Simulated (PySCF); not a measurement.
AlClH4OSi, SMILES [SiH3][Al]([OH])[Cl]. Atoms are numbered in the order given.

```xyz
8

Al    -0.3826     0.1543     0.0000
Cl     0.9220     1.8199     0.0000
O     -2.0586     0.4238     0.0000
H     -2.5155     1.2700     0.0000
Si     0.4530    -2.1248     0.0000
H     -0.6655    -3.1167     0.0000
H      1.3041    -2.3701     1.2072
H      1.3041    -2.3701    -1.2072
```
Charge 0, spin multiplicity 1.

Geometry: r2SCAN-D4/def2-SVP. The values are those of a single conformer.

These are CAM-B3LYP/def2-TZVP in PySCF values and carry that method's errors.

Symmetry labels are those of the subgroup Cs that the program uses (full group Cs).

Computed valence orbital energies around the gap with their symmetry:
```csv
orbital,symmetry,energy (eV)
HOMO−7,A',-12.97
HOMO−6,A',-11.53
HOMO−5,A",-11.45
HOMO−4,A',-11.34
HOMO−3,A",-11.18
HOMO−2,A",-10.68
HOMO−1,A',-10.61
HOMO,A',-9.53
LUMO,A",-0.31
LUMO+1,A',0.41
LUMO+2,A',1.02
LUMO+3,A',2.09
```
